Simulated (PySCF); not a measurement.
# How methods differ on the ionisation energy of P⁺

P⁺ [Ne] 3s2 3p2 (3P) → P²⁺ [Ne] 3s2 3p1 (2P), as a difference of total energies. Computed with PySCF 2.14 in x2c-SVPall, with scalar relativity by spin-free X2C-1e. Correlated levels: valence: [Ne] frozen. The calculations carry no spin-orbit coupling.

| method | ionisation energy (eV) |
| --- | --- |
| UHF | 19.176 |
| M06-2X | 19.590 |
| LDA | 19.830 |
| MP2 (valence) | 19.458 |
| SCS-MP2 (valence) | 19.381 |
| CCSD (valence) | 19.475 |
| CCSD(T) (valence) | 19.483 |

Problem. How much does correlation contribute at CCSD(T) (valence)?

Solution. 19.483 − (19.176) = 0.307 eV, measured against UHF.

The reference lies between the lowest fine-structure levels, while these numbers refer to the centres of the terms.

Errors of the correlated levels include the incompleteness of this basis and the frozen core.

For comparison: 19.769 eV (semi-empirical (NIST evaluation); NIST Atomic Spectra Database, ionization energies).
